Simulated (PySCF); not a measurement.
SCF from a fresh guess for singlet OsH₆, at the PBE0 minimum. PySCF input:

```python
from pyscf import gto, scf, dft
mol = gto.M(atom='''
Os    -0.013424    -0.004269    -0.010566
H      1.298331    -0.193090     0.832381
H     -0.753188     1.056168     0.881107
H     -0.349419    -0.620263     1.399157
H      1.169966     1.071407    -0.701250
H      0.381610     1.556391    -0.674092
H     -0.854491    -1.381732     0.301722''',
    basis={'Os': 'def2-TZVP', 'H': 'def2-TZVP'},
    ecp={'Os': 'def2-TZVP'},
    charge=0, spin=0)
mf = dft.RKS(mol, xc='PBE0')
mf.grids.atom_grid = (50, 194)
aux = {'Os': 'def2-universal-JKFIT', 'H': 'def2-universal-JKFIT'}
mf = mf.density_fit(auxbasis=aux)
mf.conv_tol = 1e-08
mf.diis_space = 10
mf.max_cycle = 60
mf.init_guess = 'minao'
mf.verbose = 4
mf.kernel()
```

Excerpt of the output (cycles and frontier levels):

```
init E= -76.5720192929055
  HOMO = -0.53772582219227  LUMO = -0.354801999721395  gap/eV = 4.97761
cycle= 1 E= -94.03926990241  delta_E= -17.5  |g|= 0.787  |ddm|=  7.4
  HOMO = -0.0291062652953009  LUMO = -0.00175692546471318  gap/eV = 0.74421
cycle= 2 E= -93.404560621786  delta_E= 0.635  |g|= 1.82  |ddm|=  2.2
  HOMO = -0.22918679583641  LUMO = -0.0767261727648156  gap/eV = 4.14866
cycle= 3 E= -94.1923395319442  delta_E= -0.788  |g|= 0.168  |ddm|= 1.66
  HOMO = -0.230830829632853  LUMO = -0.0700882753732432  gap/eV = 4.37403
cycle= 4 E= -94.1964782771402  delta_E= -0.00414  |g|= 0.0911  |ddm|= 0.162
  HOMO = -0.234456748868176  LUMO = -0.0734895223487215  gap/eV = 4.38014
cycle= 5 E= -94.1982305907533  delta_E= -0.00175  |g|= 0.00761  |ddm|= 0.0615
  HOMO = -0.234868084278197  LUMO = -0.0736106101710963  gap/eV = 4.38804
cycle= 6 E= -94.1982425973172  delta_E= -1.2e-05  |g|= 0.00455  |ddm|= 0.00918
  HOMO = -0.235238688164544  LUMO = -0.0737066019169261  gap/eV = 4.39551
cycle= 7 E= -94.1982475520141  delta_E= -4.95e-06  |g|= 0.000699  |ddm|= 0.00361
  HOMO = -0.235323579818338  LUMO = -0.0737375290782736  gap/eV = 4.39698
cycle= 8 E= -94.1982477368607  delta_E= -1.85e-07  |g|= 0.000112  |ddm|= 0.00109
  HOMO = -0.235336246575871  LUMO = -0.0737366235917531  gap/eV = 4.39735
cycle= 9 E= -94.1982477444219  delta_E= -7.56e-09  |g|= 1.27e-05  |ddm|= 0.000279
  HOMO = -0.235336360146518  LUMO = -0.0737369044483631  gap/eV = 4.39735
Extra cycle  E= -94.1982477446114  delta_E= -1.89e-10  |g|= 1.1e-05  |ddm|= 4.93e-05
converged SCF energy = -94.1982477446114
```

No lower solution of this spin was found by a stability analysis within the restricted form, which does not test spin polarisation.

Stability towards spin polarisation was not tested. No spin–orbit coupling is included, which matters more the heavier the element.

The search for the lowest solution, with the stability check, took 4.5 s on 2 threads of a shared Arm Neoverse N1 host, with 76 basis functions; the process peaked at 0.38 GiB. Launch command: `OMP_NUM_THREADS=2 python axn.py task.json out`.
